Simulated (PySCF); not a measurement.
PySCF job for B(Me)(OMe)(SH) (C₂H₇BOS), SMILES COB(C)S, TDA-PBE/def2-SVPD. Coordinates come from a B3LYP-D3(BJ)/def2-SVP optimisation. The structure was generated by enumeration, and PubChem lists no compound with its InChIKey, so it may never have been made. The values are those of a single conformer.

```python
import numpy as np
from pyscf import gto, scf, dft, tdscf

mol = gto.M(
    atom='''
    B     0.44823743    0.30683138   -0.00000000
    C     1.50794923    1.47126409   -0.00000000
    H     2.53567310    1.07741234   -0.00000000
    H     1.38452242    2.11998038   -0.88405613
    H     1.38452242    2.11998038    0.88405613
    O     0.87849179   -0.97726119    0.00000000
    C     0.02049541   -2.10125159   -0.00000000
    H    -0.62529316   -2.11076812    0.89477440
    H     0.64165846   -3.00816767    0.00000000
    H    -0.62529317   -2.11076813   -0.89477440
    S    -1.36620943    0.62520699    0.00000000
    H    -1.27622844    1.97287661   -0.00000000
    ''',
    basis='def2-SVPD',
    charge=0,
    spin=0,
    symmetry=True,
    max_memory=1600,
    verbose=4,
)
mf = dft.RKS(mol, xc='pbe').density_fit(auxbasis='def2-universal-jkfit')
mf.grids.level = 3
mf.conv_tol = 1e-9
mf.max_cycle = 100
mf.kernel()
mf.grids = dft.Grids(mol).set(level=1).build(with_non0tab=True)  # coarser grid for the response kernel
td = tdscf.TDA(mf)
td.singlet = True
td.nstates = 10
td.conv_tol = 1e-4
td.positive_eig_threshold = 1e-6
td.kernel(x0=td.get_init_guess(mf, 15))
td.analyze()
tt = tdscf.TDA(mf)
tt.singlet = False
tt.nstates = 4
tt.conv_tol = 1e-4
tt.positive_eig_threshold = 1e-6
tt.kernel(x0=tt.get_init_guess(mf, 9))
tt.analyze(verbose=3)
```

It prints:

```
PySCF version 2.14.0

[INPUT] verbose = 4
[INPUT] num. atoms = 12
[INPUT] num. electrons = 48
[INPUT] charge = 0
[INPUT] spin (= nelec alpha-beta = 2S) = 0
[INPUT] symmetry True subgroup None
[INPUT] Mole.unit = angstrom
[INPUT] Symbol           X                Y                Z      unit          X                Y                Z       unit  Magmom
[INPUT]  1 B      0.448237430000   0.306831380000   0.000000000000 AA    0.847045981479   0.579827274622   0.000000000000 Bohr   0.0
[INPUT]  2 C      1.507949230000   1.471264090000   0.000000000000 AA    2.849611054449   2.780286187007   0.000000000000 Bohr   0.0
[INPUT]  3 H      2.535673100000   1.077412340000   0.000000000000 AA    4.791727700427   2.036014245827   0.000000000000 Bohr   0.0
[INPUT]  4 H      1.384522420000   2.119980380000  -0.884056130000 AA    2.616368187120   4.006182307651  -1.670623964443 Bohr   0.0
[INPUT]  5 H      1.384522420000   2.119980380000   0.884056130000 AA    2.616368187120   4.006182307651   1.670623964443 Bohr   0.0
[INPUT]  6 O      0.878491790000  -0.977261190000   0.000000000000 AA    1.660108885779  -1.846756001267   0.000000000000 Bohr   0.0
[INPUT]  7 C      0.020495410000  -2.101251590000   0.000000000000 AA    0.038730711711  -3.970790023907   0.000000000000 Bohr   0.0
[INPUT]  8 H     -0.625293160000  -2.110768120000   0.894774400000 AA   -1.181632819964  -3.988773659263   1.690878559272 Bohr   0.0
[INPUT]  9 H      0.641658460000  -3.008167670000   0.000000000000 AA    1.212558754910  -5.684613033071   0.000000000000 Bohr   0.0
[INPUT] 10 H     -0.625293170000  -2.110768130000  -0.894774400000 AA   -1.181632838861  -3.988773678160  -1.690878559272 Bohr   0.0
[INPUT] 11 S     -1.366209430000   0.625206990000   0.000000000000 AA   -2.581761651498   1.181469982264   0.000000000000 Bohr   0.0
[INPUT] 12 H     -1.276228440000   1.972876610000   0.000000000000 AA   -2.411722223981   3.728196470460   0.000000000000 Bohr   0.0

nuclear repulsion = 213.607620624082
point group symmetry = Cs
symmetry origin: [2.36215773e-09 3.93692856e-10 0.00000000e+00]
symmetry axis x: [1.00000000e+00 6.10099764e-09 1.47626812e-10]
symmetry axis y: [ 6.10099764e-09 -1.00000000e+00 -1.08219350e-10]
symmetry axis z: [-1.47626812e-10 -1.08219359e-10  1.00000000e+00]
num. orbitals of irrep A' = 111
num. orbitals of irrep A" = 55
number of shells = 72
number of NR pGTOs = 238
number of NR cGTOs = 166
basis = def2-SVPD
ecp = {}


[settings echo left out]
init E= -578.295754582709
HOMO (A") = -0.29740945306867  LUMO (A") = -0.0893061820584204  gap/eV = 5.66278
cycle= 1 E= -578.010753183752  delta_E= 0.285  |g|=  0.7  |ddm|= 4.58
HOMO (A') = -0.120959029549605  LUMO (A') = -0.0101563101603199  gap/eV = 3.01510
cycle= 2 E= -577.600596362684  delta_E= 0.41  |g|= 1.54  |ddm|= 1.99
HOMO (A") = -0.217523303293856  LUMO (A") = -0.0175306947006484  gap/eV = 5.44208
cycle= 3 E= -578.107225135586  delta_E= -0.507  |g|= 0.254  |ddm|=  1.4
HOMO (A") = -0.237670179586146  LUMO (A") = -0.0269767219581931  gap/eV = 5.73326
cycle= 4 E= -578.12235460896  delta_E= -0.0151  |g|= 0.055  |ddm|= 0.318
HOMO (A") = -0.237786063550629  LUMO (A") = -0.0254244639753409  gap/eV = 5.77865
cycle= 5 E= -578.122986388868  delta_E= -0.000632  |g|= 0.0187  |ddm|= 0.0727
HOMO (A") = -0.235173730989341  LUMO (A") = -0.0252940477299801  gap/eV = 5.71112
cycle= 6 E= -578.123079802347  delta_E= -9.34e-05  |g|= 0.00652  |ddm|= 0.0339
HOMO (A") = -0.235737932928241  LUMO (A") = -0.0250207707845091  gap/eV = 5.73391
cycle= 7 E= -578.12309159986  delta_E= -1.18e-05  |g|= 0.00158  |ddm|= 0.011
HOMO (A") = -0.235806901622151  LUMO (A") = -0.0252080436079387  gap/eV = 5.73069
cycle= 8 E= -578.123092337014  delta_E= -7.37e-07  |g|= 0.000361  |ddm|= 0.00263
HOMO (A") = -0.235761072436516  LUMO (A") = -0.0251762684469217  gap/eV = 5.73030
cycle= 9 E= -578.123092372454  delta_E= -3.54e-08  |g|= 7.27e-05  |ddm|= 0.000644
HOMO (A") = -0.235768035135822  LUMO (A") = -0.0251818578424623  gap/eV = 5.73034
cycle= 10 E= -578.123092374013  delta_E= -1.56e-09  |g|= 2.63e-05  |ddm|= 0.000156
HOMO (A") = -0.235769059430073  LUMO (A") = -0.0251819170685939  gap/eV = 5.73037
cycle= 11 E= -578.123092374251  delta_E= -2.38e-10  |g|= 4.58e-06  |ddm|= 5.15e-05
HOMO (A") = -0.235768272248827  LUMO (A") = -0.0251815093213379  gap/eV = 5.73036
Extra cycle  E= -578.123092374249  delta_E= 2.27e-12  |g|= 6.01e-06  |ddm|= 1.62e-05
converged SCF energy = -578.123092374249
tot grids = 44344
Overwritten attributes  positive_eig_threshold  of <class 'pyscf.tdscf.rks.TDA'>


******** <class 'pyscf.tdscf.rks.TDA'> for <class 'pyscf.df.df_jk.DFSymAdaptedRKS'> ********
nstates = 10 singlet
deg_eia_thresh = 1.000e-03
wfnsym = None
conv_tol = 0.0001
eigh lindep = 1e-12
eigh level_shift = 0
eigh max_cycle = 100


Excitation energies (eV)
[5.9061686  6.39957465 6.52519113 6.56190669 6.67385626 6.85932398
 7.10009933 7.16046353 7.33276556 7.51240649]

** Singlet excitation energies and oscillator strengths **
Excited State   1:   A"      5.90617 eV    209.92 nm  f=0.0325
      24 -> 26       -0.70317
Excited State   2:   A'      6.39957 eV    193.74 nm  f=0.1068
      23 -> 26        0.32363
      24 -> 25       -0.59500
      24 -> 30       -0.10112
Excited State   3:   A"      6.52519 eV    190.01 nm  f=0.0003
      23 -> 25       -0.68307
      24 -> 27       -0.16898
Excited State   4:   A'      6.56191 eV    188.95 nm  f=0.0161
      23 -> 26        0.62143
      23 -> 27        0.12448
      24 -> 25        0.28454
Excited State   5:   A"      6.67386 eV    185.78 nm  f=0.0139
      23 -> 25        0.15617
      24 -> 27       -0.66939
      24 -> 28       -0.14290
Excited State   6:   A"      6.85932 eV    180.75 nm  f=0.0000
      24 -> 27        0.12658
      24 -> 28       -0.68927
Excited State   7:   A"      7.10010 eV    174.62 nm  f=0.0144
      22 -> 26       -0.12871
      24 -> 29        0.69327
Excited State   8:   A"      7.16046 eV    173.15 nm  f=0.0007
      22 -> 26        0.69391
      24 -> 29        0.12611
Excited State   9:   A'      7.33277 eV    169.08 nm  f=0.0574
      22 -> 25        0.12719
      23 -> 27        0.64314
      23 -> 28        0.15809
      23 -> 29       -0.12161
Excited State  10:   A'      7.51241 eV    165.04 nm  f=0.0289
      23 -> 28       -0.66929
      24 -> 30       -0.16647

** Transition electric dipole moments (AU) **
state          X           Y           Z        Dip. S.      Osc.
  1        -0.0000      0.0000     -0.4739      0.2246      0.0325
  2         0.7727     -0.2900     -0.0000      0.6811      0.1068
  3        -0.0000     -0.0000     -0.0458      0.0021      0.0003
  4        -0.0658      0.3094      0.0000      0.1001      0.0161
  5        -0.0000     -0.0000     -0.2915      0.0850      0.0139
  6        -0.0000     -0.0000      0.0035      0.0000      0.0000
  7         0.0000     -0.0000      0.2878      0.0828      0.0144
  8        -0.0000      0.0000      0.0629      0.0040      0.0007
  9         0.4797     -0.2987     -0.0000      0.3193      0.0574
 10         0.3937      0.0440      0.0000      0.1570      0.0289

** Transition velocity dipole moments (imaginary part, AU) **
state          X           Y           Z        Dip. S.      Osc.
  1         0.0000     -0.0000     -0.0841      0.0071      0.0217
  2         0.0749     -0.0458     -0.0000      0.0077      0.0219
  3         0.0000      0.0000      0.0065      0.0000      0.0001
  4         0.0592      0.0455      0.0000      0.0056      0.0154
  5        -0.0000      0.0000     -0.0390      0.0015      0.0041
  6         0.0000      0.0000     -0.0277      0.0008      0.0020
  7        -0.0000      0.0000      0.0834      0.0070      0.0178
  8         0.0000     -0.0000      0.0135      0.0002      0.0005
  9         0.0765     -0.0412     -0.0000      0.0076      0.0187
 10         0.0930      0.0254     -0.0000      0.0093      0.0224

** Transition magnetic dipole moments (imaginary part, AU) **
state          X           Y           Z
  1         0.3355      0.6468     -0.0000
  2         0.0000     -0.0000      0.4098
  3         0.1368     -0.9588     -0.0000
  4        -0.0000     -0.0000      0.4138
  5        -0.2048      0.4694     -0.0000
  6         0.1439     -0.2639     -0.0000
  7         0.0801      0.1128      0.0000
  8        -0.3624     -0.0679     -0.0000
  9        -0.0000      0.0000      0.2373
 10        -0.0000     -0.0000     -0.5074


******** <class 'pyscf.tdscf.rks.TDA'> for <class 'pyscf.df.df_jk.DFSymAdaptedRKS'> ********
nstates = 4 triplet
deg_eia_thresh = 1.000e-03
wfnsym = None
conv_tol = 0.0001
eigh lindep = 1e-12
eigh level_shift = 0
eigh max_cycle = 100


Excitation energies (eV)
[5.38879491 5.61587511 6.09118242 6.31018159]

** Triplet excitation energies and oscillator strengths **
Excited State   1:   A'      5.38879 eV    230.08 nm  f=0.0000
Excited State   2:   A"      5.61588 eV    220.77 nm  f=0.0000
Excited State   3:   A"      6.09118 eV    203.55 nm  f=0.0000
Excited State   4:   A'      6.31018 eV    196.48 nm  f=0.0000
```

The calculation finished and met its thresholds.
